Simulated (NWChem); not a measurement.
**Atomisation of disulfane (H₂S₂)**

```
S
H 1 1.3583
S 1 2.0994 2 98.18
H 3 1.3583 1 98.18 2 -90.83
```
Charge 0, spin multiplicity 1.

Everything below was run with NWChem. The geometry was optimised at B3LYP/def2-SVP, a minimum by its harmonic frequencies. It is one conformer; others weren't searched.

Basis set: def2-TZVP. The atomisation energy is electronic alone: no zero-point, thermal, spin-orbit or counterpoise terms. No value is extrapolated to the basis-set limit. Free atoms are single determinants with multiplicities S 3, H 2. Correlated methods freeze the same cores in atoms and molecule, 10 orbitals in all.

Costs are rough ratios of processor time within this set of runs, SCF included, with HF as 1. Costs are the molecule's.

B3LYP has NWChem's definition, with VWN1-RPA local correlation. GW and range-separated runs recompute their integrals, the others keep them in memory, which bears on the times. The stability of the SCF solutions was not checked. Open-shell Hartree-Fock references start from PBE0 orbitals; any time given for them includes that run. Coupled-cluster values serve here as a point of comparison, not as the truth.

```
method       atomisation energy (kcal/mol)  relative cost
-----------  -----------------------------  -------------
HF                                   153.3              1
LDA (SVWN5)                              ?        under 3
B3LYP                                237.3        under 3
PBE0                                 239.1        under 3
PBE                                  245.6        under 3
TPSS                                     ?        under 3
r2SCAN                               241.9        under 3
MP2                                      ?        under 3
CAM-B3LYP                                ?             10
CCSD(T)                              226.0             10
```

Task: Complete the blanks.

Result: 
- LDA (SVWN5), atomisation energy (kcal/mol): 284.3
- TPSS, atomisation energy (kcal/mol): 244.1
- MP2, atomisation energy (kcal/mol): 226.6
- CAM-B3LYP, atomisation energy (kcal/mol): 236.5
